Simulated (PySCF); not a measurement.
# Co⁺ (cobalt, charge +1): UHF calculation

Configuration: [Ar] 3d8, high-spin 3F determinant. Computed with PySCF 2.14 in aug-cc-pwCVTZ-DK, with scalar relativity by spin-free X2C-1e.

* Total energy: -1391.577625 hartree
* One-electron energy: -1924.5067 hartree
* Hartree (Coulomb) energy: 591.5979 hartree
* Exchange energy: -58.6688 hartree
* ⟨S²⟩: 2.0053
* ⟨L²⟩: 12.032
* Sum of ⟨r⟩: 17.29 bohr
* Sum of ⟨r²⟩: 19.70 bohr²
* Langevin diamagnetic susceptibility: -15.6 ×10⁻⁶ cm³/mol

| shell | electrons | mean orbital energy (hartree) | spread (hartree) | rms radius, mean of both spins (bohr) |
| --- | --- | --- | --- | --- |
| 1s β | 1 | -285.86496 | 0 | 0.0649 |
| 1s α | 1 | -285.86441 | 0 | 0.0649 |
| 2s α | 1 | -35.56153 | 0 | 0.276 |
| 2s β | 1 | -35.49978 | 0 | 0.276 |
| 2p α | 3 | -30.33621 | 0 | 0.249 |
| 2p β | 3 | -30.27563 | 0 | 0.249 |
| 3s α | 1 | -4.79207 | 0 | 0.838 |
| 3s β | 1 | -4.61105 | 0 | 0.838 |
| 3p α | 3 | -3.23708 | 0 | 0.899 |
| 3p β | 3 | -3.01878 | 0 | 0.899 |
| 3d α | 5 | -0.76508 | 0.05132 | 1.27 |
| 3d β | 3 | -0.67542 | 0 | 1.27 |

Densities and radii are taken from the X2C orbitals without a picture-change correction, which distorts them close to the nucleus.

Spin-orbit constants ζ (cm⁻¹) from the X2C one-electron operator on these orbitals: bare nucleus, nucleus screened by l(l+1)(2l+1)/3 electrons, and screened by the Breit-Pauli mean field of the electrons.

```csv
shell,bare,screened nucleus,mean field
2p,83840,77630,n/a
3p,10030,9287,n/a
3d,871.4,548.7,n/a
```

To first order the Landé constant is A = -274.3 cm⁻¹, so the lowest level has J = 4 and lies 0.102 eV below the centre of the term. This holds in LS coupling only.
